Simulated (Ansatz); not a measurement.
Q: Name a neutral molecule of C, Ge, N and H with size of the dipole moment (PBE/def2-TZVPP) between 1.65 and 1.95 D and HOMO–LUMO gap (ωB97M-V/def2-TZVPP) between 9.90 and 10.20 eV (Ansatz, PBE0-D4/def2-TZVP geometry).

A: `[GeH3][CH2]N1C=C1` (1.82 D, 10.18 eV). Other molecules can fit too; these were computed, each in one conformer that needn't be the lowest.
